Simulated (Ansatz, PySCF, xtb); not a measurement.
Reaction R1 + R2 → P1 + P2, each structure at its B3LYP-D3(BJ)/def2-TZVP stationary point, reached from a drawn start (curvature not checked).
P1: CH4 (SMILES C), charge 0, multiplicity 1.
R1: H2 (SMILES [H][H]), charge 0, multiplicity 1.
P2: SiH4 (SMILES [SiH4]), charge 0, multiplicity 1.
R2, CH6Si (SMILES C[SiH3]) (charge 0, multiplicity 1, Z-matrix in Å and degrees):
```
Si
H 1 1.4835
H 1 1.4835 2 108.30
H 1 1.4835 2 108.30 3 -117.24
C 1 1.8761 2 110.62 4 -121.38
H 5 1.0915 1 110.88 2 -180.00
H 5 1.0915 6 108.03 1 121.69
H 5 1.0915 6 108.03 7 116.63
```

P less R. No zero-point or thermal terms.

Correlated levels freeze the cores.

Run with Ansatz (Gaussian orbitals); PySCF for the D3/D4 terms; xtb for the GFN methods. All values are computed, each at the level named.

```json
[
 {"level": "GFN2-xTB", "reaction energy (eV)": "-1.015"},
 {"level": "SVWN5/def2-TZVPP", "reaction energy (eV)": "-0.267"},
 {"level": "PBE-D3(BJ)/def2-TZVPP", "reaction energy (eV)": "-0.271"},
 {"level": "r2SCAN-D4/def2-TZVPP", "reaction energy (eV)": "-0.274"},
 {"level": "B3LYP-D4/def2-TZVPP", "reaction energy (eV)": "-0.325"},
 {"level": "wB97X-V/def2-TZVPP", "reaction energy (eV)": "-0.311"},
 {"level": "MP2/cc-pV(D+d)Z", "reaction energy (eV)": "…"},
 {"level": "SCS-MP2/cc-pV(D+d)Z", "reaction energy (eV)": "…"},
 {"level": "SCS-MP2/cc-pV(Q+d)Z", "reaction energy (eV)": "…"}
]
```

Complete the blanks.


- MP2/cc-pV(D+d)Z, reaction energy (eV): -0.358
- SCS-MP2/cc-pV(D+d)Z, reaction energy (eV): -0.411
- SCS-MP2/cc-pV(Q+d)Z, reaction energy (eV): -0.302

Ansatz is an electronic-structure program.
